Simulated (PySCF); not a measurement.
3,3,3-trichloro-2-methyl-1-propene, C4H5Cl3.
InChI=1S/C4H5Cl3/c1-3(2)4(5,6)7/h1H2,2H3

Computed with PBE0/def2-SVPD in PySCF (dipole) on a GFN2-xTB geometry, gas phase.

Take the most abundant isotopes and a rigid rotor. 

Task: What are A, B and C (cm⁻¹)?

Result: Ia = 336.20, Ib = 368.18, Ic = 408.61 u·Å²; 505379 MHz·u·Å²/I gives 1503, 1373 and 1237 MHz, that is A = 0.05014, B = 0.04579, C = 0.04126 cm⁻¹.

Task: What kind of rotor is it?

Result: An asymmetric top. Ray's parameter κ = (2B − A − C)/(A − C) = 0.020; −1 is the prolate and +1 the oblate limit.

Task: Is it planar, by Δ = Ic − Ia − Ib?

Result: Not planar: Δ = Ic − Ia − Ib = -295.77 u·Å². For a rigid frame Δ = −2 Σ m c², so Σ m c² = 147.88 u·Å² lies off the ab plane: 1.56 from hydrogen and 146.32 from heavier atoms. The atom farthest from that plane is 1.45 Å away.

Task: Give the other two planar moments, Paa and Pbb, and the rms extents of the mass along the axes.

Result: Paa = Σ m a² = (Ib + Ic − Ia)/2 = 220.30 and Pbb = Σ m b² = (Ia + Ic − Ib)/2 = 188.31 u·Å². With the mass M = 157.95 u, the rms extents √(P/M) along a, b and c are 1.18, 1.09, 0.97 Å.

Task: Give the coordinates in the principal-axis frame, origin at the centre of mass.

Result: The sense of each axis is arbitrary; atoms in the order of the calculation.
| atom | mass (u) | a (Å) | b (Å) | c (Å) |
| --- | --- | --- | --- | --- |
| C1 | 12.000 | -1.417 | 1.969 | -0.001 |
| C2 | 12.000 | -1.255 | 0.655 | -0.001 |
| C3 | 12.000 | -2.402 | -0.310 | -0.001 |
| C4 | 12.000 | 0.100 | 0.010 | 0.000 |
| Cl5 | 34.969 | 0.288 | -1.025 | 1.448 |
| Cl6 | 34.969 | 0.288 | -1.029 | -1.445 |
| Cl7 | 34.969 | 1.450 | 1.159 | -0.002 |
| H8 | 1.008 | -0.594 | 2.660 | -0.001 |
| H9 | 1.008 | -2.404 | 2.396 | -0.002 |
| H10 | 1.008 | -2.363 | -0.946 | 0.881 |
| H11 | 1.008 | -3.342 | 0.232 | -0.005 |
| H12 | 1.008 | -2.359 | -0.951 | -0.879 |

Task: Which types of transition are allowed, and where do some lines up to J = 3 fall?

Result: The dipole components are |μa| = 1.94 D, |μb| = 0.86 D, |μc| = 0.00 D; the mirror of this Cs structure is the ab plane, so μc vanishes by symmetry and there are no c-type lines. Intensities carry the squares of the components, which stand as 1.00 : 0.20 (a : b). Some lines, for components of 0.1 D or more:

| type | branch | J(Ka,Kc) | MHz | lower level (cm⁻¹) |
| --- | --- | --- | --- | --- |
| a | Q | 2(1,1) ← 2(1,2) | 407 | 0.261 |
| b | Q | 2(2,0) ← 2(1,1) | 456 | 0.275 |
| b | Q | 3(2,1) ← 3(1,2) | 506 | 0.541 |
| b | Q | 3(3,0) ← 3(2,1) | 786 | 0.557 |
| a | Q | 3(1,2) ← 3(1,3) | 793 | 0.514 |
| b | Q | 2(2,1) ← 2(1,2) | 799 | 0.261 |
| b | Q | 3(1,2) ← 3(0,3) | 812 | 0.514 |
| b | Q | 3(3,1) ← 3(2,2) | 1027 | 0.549 |
| b | Q | 3(2,2) ← 3(1,3) | 1037 | 0.514 |
| b | R | 1(1,1) ← 0(0,0) | 2740 | 0.000 |
| a | R | 2(1,2) ← 1(1,1) | 5083 | 0.091 |
| a | R | 2(0,2) ← 1(0,1) | 5154 | 0.087 |
| a | R | 2(1,1) ← 1(1,0) | 5355 | 0.096 |
| b | R | 2(2,1) ← 1(1,0) | 5746 | 0.096 |
| b | R | 2(2,0) ← 1(1,1) | 5947 | 0.091 |
| b | R | 3(0,3) ← 2(1,2) | 7572 | 0.261 |
| b | R | 3(1,2) ← 2(2,1) | 7584 | 0.288 |
| a | R | 3(1,3) ← 2(1,2) | 7591 | 0.261 |
| a | R | 3(0,3) ← 2(0,2) | 7631 | 0.259 |
| b | R | 3(1,3) ← 2(0,2) | 7650 | 0.259 |
| a | R | 3(2,2) ← 2(2,1) | 7828 | 0.288 |
| a | R | 3(1,2) ← 2(1,1) | 7976 | 0.275 |
| a | R | 3(2,1) ← 2(2,0) | 8026 | 0.290 |
| b | R | 3(2,2) ← 2(1,1) | 8220 | 0.275 |
| b | R | 3(3,1) ← 2(2,0) | 8790 | 0.290 |
| b | R | 3(3,0) ← 2(2,1) | 8877 | 0.288 |
| b | R | 3(2,1) ← 2(1,2) | 8890 | 0.261 |

Stationary, but not proved a minimum. Constants of a rigid frame at the computed geometry: no zero-point averaging, no centrifugal distortion. A rigid rotor knows nothing of internal rotation, which can split or shift real lines. Quadrupole hyperfine structure (35Cl) is left out.

Hardware: one thread of an Intel Xeon at 2.50 GHz, no GPU (shared host). Cost: 84 s wall (grids of density and orbitals included), 0.85 GiB resident at most. This is the PBE0/def2-SVPD job that gave the dipole, with the excitations it also computed.

Shape of the structure used: `[CH2:1]=[C:2]([CH3:3])[C:4]([Cl:5])([Cl:6])[Cl:7]`: C1–C2–C4–Cl5 121°.
